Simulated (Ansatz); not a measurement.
`B[O][GeH2][F]` + `BO` → `BOB` + `[OH][GeH2][F]` at 600 K and 1 bar (ligand exchange at a B–O bond).

Program: Ansatz. Geometries: PBE0-D4/def2-TZVP. ΔE: electronic, gas phase. CBS: MP2 limit from def2 TZ/QZ plus the TZ coupled-cluster correction, frozen cores. This one scheme is used for every species. For Ge outer-core shells are correlated without core-valence functions, which leaves a few kJ/mol of doubt a bond. Scalar relativity is left out up to krypton. One conformer a species, not always the lowest.

| species | CCSD(T)/CBS energy (Eh) | H − E (kJ/mol) | S (J/(mol·K)) |
| --- | --- | --- | --- |
| `B[O][GeH2][F]` | -2278.36226 | 166.6 | 402.6 |
| `BO` | -101.80414 | 119.7 | 267.1 |
| `BOB` | -127.21702 | 160.7 | 318.5 |
| `[OH][GeH2][F]` | -2252.93819 | 124.2 | 350.1 |

H − E and S are ideal-gas, rigid-rotor, harmonic terms from PBE0-D4/def2-TZVP, for one conformer and one mirror image of each species. 1 Eh = 2625.50 kJ/mol, R = 8.31446 J/(mol·K).

**Question.** By hand: ΔE, ΔH, ΔS and ΔG.

**Answer.** ΔE = (-127.21702) + (-2252.93819) − (-2278.36226) − (-101.80414) = 0.01119 Eh = 29.4 kJ/mol. Δ(H − E) = 160.7 + 124.2 − 166.6 − 119.7 = -1.4, so ΔH = 28.0 kJ/mol. ΔS = 318.5 + 350.1 − 402.6 − 267.1 = -1.1 J/(mol·K). ΔG = 28.0 − 600 × (-1.1)/1000 = 28.7 kJ/mol.

**Question.** By hand: the equilibrium constant, and the temperature at which ΔG would vanish if ΔH and ΔS stayed fixed.

**Answer.** log₁₀ K = −ΔG/(RT ln 10) = -2.5. ΔH and −TΔS have one sign here, so there is no such temperature. One of them is within its doubt of zero, so this could turn.

The number of gas molecules stays the same, so ΔS is small and ΔH decides. A doubt of 5 kJ/mol in ΔE shifts log₁₀ K by 0.4 here. Other conformers and mirror images would add mixing entropy, several J/(mol·K) or more a flexible species. Modes under 60 cm⁻¹, often nearly free rotors, make the harmonic entropy too high. These are equilibria of isolated gas molecules and say nothing of rates. Largest T1 diagnostic: 0.014 (customary marks: 0.02 for closed shells, 0.045 for open ones).
